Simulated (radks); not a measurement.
Results of a calculation; reference values are marked as such.
Species: the selenium ion Se3+. Configuration: [Ar] 3d10 4s2 6s1 (not the ground configuration). Code: a radial shooting solver on a logarithmic mesh with Libxc functionals. Model: scalar-relativistic Kohn-Sham, SCAN, spin-unpolarised, spherical densities, finite nucleus; meta-GGA in the generalised Kohn-Sham scheme; Fermi nuclear charge, rms radius 4.14 fm.

Unscreened Slater integrals over Kohn-Sham orbitals (cm^-1).

\begin{tabular}{lr}
integral & value \\ \hline
F0(6s,6s) & 31140 \\
F0(6s,4s) & 41837 \\
G0(6s,4s) & 1385.5 \\
F0(6s,3d) & 44373 \\
G2(6s,3d) & 1075.9 \\
F0(6s,3p) & 44465 \\
G1(6s,3p) & 931.50 \\
F0(4s,4s) & 123920 \\
F0(4s,3d) & 156270 \\
G2(4s,3d) & 14982 \\
F0(4s,3p) & 157320 \\
G1(4s,3p) & 11419 \\
F0(3d,3d) & 323350 \\
F2(3d,3d) & 153970 \\
F4(3d,3d) & 96688 \\
F0(3d,3p) & 328610 \\
F2(3d,3p) & 157610 \\
G1(3d,3p) & 191300 \\
G3(3d,3p) & 118260 \\
F0(3p,3p) & 337100 \\
F2(3p,3p) & 169140 \\
\end{tabular}
